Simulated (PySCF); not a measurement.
# Telling isomers of C8H6FN apart by NMR

Averaged over atoms made equivalent by symmetry, fast rotation or ring inversion, non-relativistic, one computed conformer, gas phase. σ from GIAO-PBE0/pcSseg-1; coordinates at the GFN2-xTB level; PySCF 2.14.

δ = σ(ref) − σ, references computed at the same level: TMS for $^{1}$H and $^{13}$C. Splittings of carbon signals by F and P are missing where no couplings were computed. Where no couplings were computed, multiplicities follow the n + 1 count of equivalent neighbours, and m marks all less simple cases (inequivalent or close neighbours, rings, F or P nearby). Shifts are as computed. Against solution values, carbons near 30 ppm lie about +3 ppm off and those near 130 ppm about +5 ppm. Of 1211 compounds with measured shifts, 218 miss one by over three times the rms of a fit or turn the order of signals round; such compounds aren't used in these exercises.

(1) Tabulate the signals of `N#CC1=C[C@@H]2C=C[C@H]1[C@H]2F`, `Fc1ccc2ccccn12` and their relative energies.

(2) What is the quickest way to tell N#CC1=C[C@@H]2C=C[C@H]1[C@H]2F from Fc1ccc2ccccn12?

Results:

(1) 
```json
{"SMILES": "N#CC1=C[C@@H]2C=C[C@H]1[C@H]2F", "carbon types": "2×C 6×CH", "δC": "165.3, 148.9, 145.7, 133.8, 120.5, 119.1, 61.9, 59.3", "δH": "7.62 (m, 1H), 7.15 (m, 1H), 6.90 (m, 1H), 4.87 (m, 1H), 3.75 (m, 1H), 3.68 (m, 1H)", "E rel. (kcal/mol)": "40.6"}
{"SMILES": "Fc1ccc2ccccn12", "carbon types": "2×C 6×CH", "δC": "147.2, 129.0, 126.3, 122.0, 119.9, 117.2, 100.8, 100.5", "δH": "7.85 (m, 1H), 7.62 (d, 1H), 6.87 (m, 1H), 6.83 (m, 1H), 6.69 (m, 1H), 6.61 (m, 1H)", "E rel. (kcal/mol)": "0.0"}
```

Energies are electronic energies at PBE0/pcSseg-1 on these geometries, without zero-point or thermal terms, each for the one conformer computed, which needn't be the lowest.

(2) Both give the same number of carbon signals, with the same numbers of each carbon type, so the positions decide. The first has an allylic sp3 CH at 59.3 ppm, the second an aromatic CH at 100.5 ppm. Their most deshielded carbons lie at 165.3 and 147.2 ppm.
